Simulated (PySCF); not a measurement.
# Dipole response of Se (selenium, neutral)

[Ar] 3d10 4s2 4p4, high-spin 3P determinant. Calculation: PySCF 2.14, in def2-QZVPPD; no relativity, point nucleus. Coupled (time-dependent) response in atomic units; α is the mean over directions.

```json
{"method": "CAM-B3LYP", "mean α (bohr³)": "26.30", "α xx, yy, zz": "24.49, 29.92, 24.49", "C₆ (like pair)": "218.6", "S(−4)": "191.8"}
```

S(−4) is the Cauchy moment in α(ω) = α(0) + S(−4) ω² + …

Reference α: 28.9 ± 1 bohr³ (recommended; Schwerdtfeger and Nagle, table of static dipole polarizabilities (2023 update)). Published C₆: 210.0 (Chu and Dalgarno (2004); Tang, Norbeck and Certain (1976)).

Spin-orbit coupling is absent.

α(iu) at CAM-B3LYP:

| u (hartree) | α(iu) (bohr³) |
| --- | --- |
| 0 | 26.30 |
| 0.0500 | 25.83 |
| 0.100 | 24.55 |
| 0.200 | 20.75 |
| 0.300 | 16.82 |
| 0.500 | 10.96 |
| 0.750 | 6.841 |
| 1.00 | 4.621 |
| 1.50 | 2.527 |
| 2.00 | 1.624 |
| 3.00 | 0.8783 |
| 5.00 | 0.4152 |

The components differ because the open shell of this determinant is not spherical; for a pure term their mean is the scalar polarisability.
